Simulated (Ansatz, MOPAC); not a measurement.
Species: InI (charge 0, singlet). SMILES: [I][In]

Atoms: In1, I2. Bonds: In1-I2.

Bond lengths (Å) and angles (degrees) optimised at PM3 with MOPAC; PM7 with MOPAC; MNDO with MOPAC; HF/LANL2DZ with Ansatz (an electronic-structure program); PBE/LANL2DZ with Ansatz; MP2/LANL2DZ with Ansatz, each started from the B3LYP-D3(BJ)/def2-TZVP structure (Ansatz) of the last column. A row stands for all coordinates that are equal there.

```json
[
 {"coordinate": "In1-I2", "PM3": "2.711", "PM7": "2.745", "MNDO": "2.551", "HF/LANL2DZ": "2.883", "PBE/LANL2DZ": "2.859", "MP2/LANL2DZ": "2.882", "B3LYP-D3(BJ)/def2-TZVP": "2.804"}
]
```

Mean signed difference of all 1 bond lengths from B3LYP-D3(BJ)/def2-TZVP: PM3 -0.093 Å, PM7 -0.059 Å, MNDO -0.253 Å, HF/LANL2DZ 0.079 Å, PBE/LANL2DZ 0.055 Å, MP2/LANL2DZ 0.078 Å.
